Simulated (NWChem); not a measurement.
System: diphosphane (P₂H₄); SMILES PP

Program: NWChem. Pople sets run with spherical d functions. Structure relaxed at the PBE0-D3(BJ)/def2-TZVP level. Level: B3LYP/6-31G* with SMD (1 M gas to 1 M solution), gas-phase geometry. Reactions with the solvent are ignored.

Task: Among these, which solvent gives the lowest value of “solvation free energy (kcal/mol)”?
A) ethylene glycol
B) toluene
C) water
D) chloroform

Result: D, chloroform. Values: chloroform -1.2; toluene -0.4; ethylene glycol -0.2; water -0.2
